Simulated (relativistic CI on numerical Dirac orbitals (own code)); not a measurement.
**Electric-dipole lines of Ga2+**

Computed by Dirac-Coulomb-Breit CI, orbitals from a KLI potential per configuration, QED by a radiative potential, valence Slater integrals scaled by 0.85, P86 correlation estimate, and configurations built on the next ion tied to the tabulated ionisation energy (semi-empirical) (own radial code, finite nucleus).

Configuration list (outside the closed core [Ar]): 3d¹⁰4s, 3d¹⁰4p, 3d¹⁰4d, 3d¹⁰5s, 3d¹⁰4f, 3d⁹4s², 3d¹⁰5p, 3d¹⁰6s, 3d¹⁰5d, 3d¹⁰6p, 3d⁹4s4p, 3d¹⁰5g, 3d¹⁰5f, 3d¹⁰6d, 3d⁹4p², 3d⁸4s4p², 3d¹⁰6g, 3d⁹4p4d. Levels of other configurations are missing.

| λ vac (nm) | Lower | Upper | A (s⁻¹) | gf | Branching (%) |
| --- | --- | --- | --- | --- | --- |
| 82.851 | 3d¹⁰4p ²P°1/2 [2] | 3d¹⁰5d ²D3/2 [31] | 3.96e+08 | 1.63e-01 | 46.0 |
| 83.870 | 3d¹⁰4p ²P°3/2 [3] | 3d¹⁰5d ²D5/2 [32] | 4.49e+08 | 2.84e-01 | 53.7 |
| 140.29 | 3d¹⁰4p ²P°3/2 [3] | 3d¹⁰5s ²S1/2 [6] | 1.01e+09 | 5.97e-01 | 66.6 |
| 156.42 | 3d¹⁰4d ²D3/2 [7] | 3d¹⁰5f ²F°5/2 [36] | 1.96e+08 | 4.32e-01 | 44.1 |
| 156.85 | 3d¹⁰4d ²D5/2 [8] | 3d¹⁰5f ²F°7/2 [35] | 1.96e+08 | 5.79e-01 | 37.7 |
| 204.16 | 3d¹⁰5p ²P°1/2 [9] | 3d¹⁰6d ²D3/2 [39] | 9.46e+07 | 2.37e-01 | 27.3 |
| 206.00 | 3d¹⁰5p ²P°3/2 [10] | 3d¹⁰6d ²D5/2 [40] | 1.12e+08 | 4.26e-01 | 32.3 |
| 239.41 | 3d¹⁰4d ²D3/2 [7] | 3d¹⁰4f ²F°5/2 [23] | 8.59e+08 | 4.43e+00 | 92.7 |
| 240.08 | 3d¹⁰4d ²D5/2 [8] | 3d¹⁰4f ²F°5/2 [23] | 6.14e+07 | 3.18e-01 | 6.6 |
| 241.56 | 3d¹⁰4d ²D5/2 [8] | 3d¹⁰4f ²F°7/2 [22] | 8.06e+08 | 5.64e+00 | 99.6 |
| 288.64 | 3d¹⁰4f ²F°7/2 [22] | 3d¹⁰6g ²G9/2 [48] | 9.97e+07 | 1.24e+00 | n/a |
| 290.79 | 3d¹⁰4f ²F°5/2 [23] | 3d¹⁰6g ²G7/2 [47] | 9.95e+07 | 1.01e+00 | n/a |
| 355.60 | 3d¹⁰5p ²P°1/2 [9] | 3d¹⁰5d ²D3/2 [31] | 3.26e+08 | 2.47e+00 | 37.9 |
| 360.86 | 3d¹⁰5p ²P°3/2 [10] | 3d¹⁰5d ²D5/2 [32] | 3.85e+08 | 4.51e+00 | 46.1 |
| 361.58 | 3d¹⁰5p ²P°3/2 [10] | 3d¹⁰5d ²D3/2 [31] | 6.41e+07 | 5.02e-01 | 7.4 |
| 379.51 | 3d¹⁰5p ²P°1/2 [9] | 3d¹⁰6s ²S1/2 [28] | 1.24e+08 | 5.34e-01 | 12.0 |
| 386.33 | 3d¹⁰5p ²P°3/2 [10] | 3d¹⁰6s ²S1/2 [28] | 2.47e+08 | 1.10e+00 | 24.0 |
| 442.98 | 3d¹⁰4f ²F°7/2 [22] | 3d¹⁰5g ²G9/2 [38] | 2.84e+08 | 8.36e+00 | 81.9 |
| 448.07 | 3d¹⁰4f ²F°5/2 [23] | 3d¹⁰5g ²G7/2 [37] | 3.11e+08 | 7.49e+00 | 89.7 |
| 494.14 | 3d¹⁰5s ²S1/2 [6] | 3d¹⁰5p ²P°3/2 [10] | 1.28e+08 | 1.87e+00 | 61.7 |
| 505.77 | 3d¹⁰5s ²S1/2 [6] | 3d¹⁰5p ²P°1/2 [9] | 1.20e+08 | 9.21e-01 | 57.5 |
| 541.23 | 3d¹⁰5d ²D3/2 [31] | 3d¹⁰5f ²F°5/2 [36] | 1.90e+08 | 5.00e+00 | 42.6 |
| 544.60 | 3d¹⁰5d ²D5/2 [32] | 3d¹⁰5f ²F°7/2 [35] | 1.96e+08 | 6.98e+00 | 37.7 |
| 561.87 | 3d¹⁰4d ²D3/2 [7] | 3d¹⁰5p ²P°3/2 [10] | 7.33e+06 | 1.39e-01 | 3.5 |
| 565.57 | 3d¹⁰4d ²D5/2 [8] | 3d¹⁰5p ²P°3/2 [10] | 6.52e+07 | 1.25e+00 | 31.5 |
| 724.47 | 3d¹⁰6p ²P°1/2 [33] | 3d¹⁰6d ²D3/2 [39] | 9.19e+07 | 2.89e+00 | 26.5 |
| 732.81 | 3d¹⁰6p ²P°3/2 [34] | 3d¹⁰6d ²D5/2 [40] | 1.10e+08 | 5.30e+00 | 31.8 |
| 734.35 | 3d¹⁰6p ²P°3/2 [34] | 3d¹⁰6d ²D3/2 [39] | 1.83e+07 | 5.91e-01 | 5.3 |
| 813.84 | 3d¹⁰5f ²F°7/2 [35] | 3d¹⁰6g ²G9/2 [48] | 8.83e+07 | 8.77e+00 | n/a |
| 817.79 | 3d¹⁰5f ²F°5/2 [36] | 3d¹⁰6g ²G7/2 [47] | 8.66e+07 | 6.94e+00 | n/a |

Terms are leading LS components. Brackets give the number of a level in order of energy, since labels repeat. The list gives strong lines, with weight on those to low levels, without configurations that were not tied to measured data, without lines whose two gauges differ by over a factor of 2.5, among the lowest 48 of 383 levels, so that lines to higher ones, which can be the strongest, are missing, and without lines across small gaps between configurations, and without 10 lines that miss the measured interval by over 3.5 %, start from a term whose rates miss tabulated ones by over 60 %, have gauges far apart or, lacking measured levels, span too small a gap for the errors found; lines with a level outside our table were not tested and can miss by more. Levels whose partners in the same complex of configurations lie outside the list can be far off, and so can their lines. Rates are taken at the computed energies, electric ones in the length gauge.

Configurations that consist of the next ion and one excited electron were tied to the tabulated ionisation energy; Rydberg ones are usually within 1,000 to 3,000 cm⁻¹ and the lowest ones within about 6,000 (9,000 in d shells), while levels on excited terms of the next ion carry the error of that term, and the other configurations can be misplaced by 10,000 cm⁻¹ or more. Rates follow the energies as ν³ (E1, M1) or ν⁵ (E2), so rates, branching and lifetimes can be off by large factors. The fine structure of a lone outer electron comes out too small, for d and f at times inverted, and misplaced configurations move strength between like terms. 24 of the 27 excited levels that our extract of the measured tables holds in this range could be paired (the sources list more); they are missed by 1162 cm⁻¹ on average and 6306 at most, and levels without a partner can miss by more.
